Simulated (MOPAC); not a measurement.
MOPAC input (PM7):

```
PM7 1SCF CHARGE=-1 GEO-OK AUX(PRECISION=9) THREADS=1
H2BO3

O     1.39901660 1   -0.49795935 1    0.03366731 1
B     0.19588406 1   -0.06972205 1    0.00471395 1
O    -0.98129508 1   -0.92517319 1   -0.15754506 1
O    -0.18219759 1    1.33930127 1    0.12954563 1
H    -1.78320164 1   -0.46787925 1    0.10955747 1
H    -1.08041008 1    1.48713965 1   -0.17847023 1
```

Output:

```
 *******************************************************************************
 **                                                                           **
 **                              MOPAC v23.2.5                                **
 **                                                                           **
 *******************************************************************************
 ** MOPAC's Digital Object Identifier: https://doi.org/10.5281/zenodo.6511958 **
 **                                                                           **
 ** Please cite the open-source release paper for use of this MOPAC version:  **
 ** J. E. Moussa and J. J. P. Stewart (2026)                                  **
 ** MOPAC: An open-source semiempirical molecular orbital program             **
 ** J. Open Source Softw., 11(119), 8025, https://doi.org/10.21105/joss.08025 **
 *******************************************************************************

                              PM7 CALCULATION RESULTS

 *******************************************************************************
 *  PM7        - The PM7 Hamiltonian to be used
 *  GEO-OK     - OVERRIDE INTERATOMIC DISTANCE AND OTHER SAFETY CHECKS
 *
 *
 *
 *                 CHARGE ON SYSTEM = -1
 *
 *
 *
 *  1SCF       - DO 1 SCF AND THEN STOP
 *  AUX        - OUTPUT AUXILIARY INFORMATION
 *******************************************************************************
PM7 1SCF CHARGE=-1 GEO-OK AUX(PRECISION=9) THREADS=1
 H2BO3

   ATOM   CHEMICAL          X               Y               Z
  NUMBER   SYMBOL      (ANGSTROMS)     (ANGSTROMS)     (ANGSTROMS)

     1       O          1.39901660  *  -0.49795935  *   0.03366731  *
     2       B          0.19588406  *  -0.06972205  *   0.00471395  *
     3       O         -0.98129508  *  -0.92517319  *  -0.15754506  *
     4       O         -0.18219759  *   1.33930127  *   0.12954563  *
     5       H         -1.78320164  *  -0.46787925  *   0.10955747  *
     6       H         -1.08041008  *   1.48713965  *  -0.17847023  *

          CARTESIAN COORDINATES

    NO.       ATOM           X           Y           Z

     1         O          1.3990     -0.4980      0.0337
     2         B          0.1959     -0.0697      0.0047
     3         O         -0.9813     -0.9252     -0.1575
     4         O         -0.1822      1.3393      0.1295
     5         H         -1.7832     -0.4679      0.1096
     6         H         -1.0804      1.4871     -0.1785

 General Reference for PM7:
 "Optimization of Parameters for Semiempirical Methods VI: More Modifications to the
 NDDO Approximations and Re-optimization of Parameters", J. J. P. Stewart, J. Mol. Mod., 1:32, 19 (2013)
 https://link.springer.com/article/10.1007/s00894-012-1667-x

           Empirical Formula: H2 O3 B  =     6 atoms

      MOLECULAR POINT GROUP   :   C2

      RHF CALCULATION, NO. OF DOUBLY OCCUPIED LEVELS = 12

 -------------------------------------------------------------------------------
 PM7 1SCF CHARGE=-1 GEO-OK AUX(PRECISION=9) THREADS=1
 H2BO3

     1SCF WAS SPECIFIED, SO BFGS WAS NOT USED
     SCF FIELD WAS ACHIEVED

                              PM7 CALCULATION
                                                       MOPAC v23.2.5 Linux

          FINAL HEAT OF FORMATION =       -234.95735 KCAL/MOL =    -983.06154 KJ/MOL

          COSMO AREA              =         84.96 SQUARE ANGSTROMS
          COSMO VOLUME            =         66.33 CUBIC ANGSTROMS

          IONIZATION POTENTIAL    =          4.136361 EV
          HOMO LUMO ENERGIES (EV) =         -4.136  6.610
          NO. OF FILLED LEVELS    =         12
          MOLECULAR WEIGHT        =         60.8240         POINT GROUP:  C2

          MOLECULAR DIMENSIONS (Angstroms)

            Atom       Atom       Distance
            H     5    O     1     3.18327
            H     6    O     3     2.41139
            O     4    O     3     0.32798

          SCF CALCULATIONS        =          1

   ATOM   CHEMICAL          X               Y               Z
  NUMBER   SYMBOL      (ANGSTROMS)     (ANGSTROMS)     (ANGSTROMS)

     1       O          1.39901660  *  -0.49795935  *   0.03366731  *
     2       B          0.19588406  *  -0.06972205  *   0.00471395  *
     3       O         -0.98129508  *  -0.92517319  *  -0.15754506  *
     4       O         -0.18219759  *   1.33930127  *   0.12954563  *
     5       H         -1.78320164  *  -0.46787925  *   0.10955747  *
     6       H         -1.08041008  *   1.48713965  *  -0.17847023  *

                             CARTESIAN COORDINATES

   1    O        1.399016600    -0.497959350     0.033667310
   2    B        0.195884060    -0.069722050     0.004713950
   3    O       -0.981295080    -0.925173190    -0.157545060
   4    O       -0.182197590     1.339301270     0.129545630
   5    H       -1.783201640    -0.467879250     0.109557470
   6    H       -1.080410080     1.487139650    -0.178470230

           Empirical Formula: H2 O3 B  =     6 atoms

      MOLECULAR POINT GROUP   :   C2

                  EIGENVALUES
 -23.22920 -21.96308 -20.47659 -11.55936 -11.18892  -8.75657  -7.78177  -6.49469
  -6.29492  -5.70487  -4.59643  -4.13636   6.61023   8.32942   9.11810  10.22316
  11.50029  12.30191

              NET ATOMIC CHARGES AND DIPOLE CONTRIBUTIONS

  ATOM NO.   TYPE          CHARGE      No. of ELECS.   s-Pop       p-Pop
    1          O          -0.581783        6.5818     1.84691     4.73487
    2          B           0.348084        2.6519     0.64114     2.01078
    3          O          -0.658626        6.6586     1.80831     4.85031
    4          O          -0.658626        6.6586     1.80831     4.85031
    5          H           0.275476        0.7245     0.72452
    6          H           0.275476        0.7245     0.72452
 DIPOLE           X         Y         Z       TOTAL
 POINT-CHG.    -3.453     1.229    -0.083     3.667
 HYBRID        -0.724     0.258    -0.017     0.769
 SUM           -4.178     1.487    -0.101     4.436

          ATOMIC ORBITAL ELECTRON POPULATIONS

     Atom    s        px        py        pz
    1  O   1.84691   1.47183   1.75811   1.50494
    2  B   0.64114   0.69485   0.65169   0.66423
    3  O   1.80831   1.35757   1.63483   1.85791
    4  O   1.80831   1.41513   1.59006   1.84513
    5  H   0.72452
    6  H   0.72452

 **********************
 *                    *
 * JOB ENDED NORMALLY *
 *                    *
 **********************

 == MOPAC DONE ==
```

The dipole moment of an ion depends on the origin.
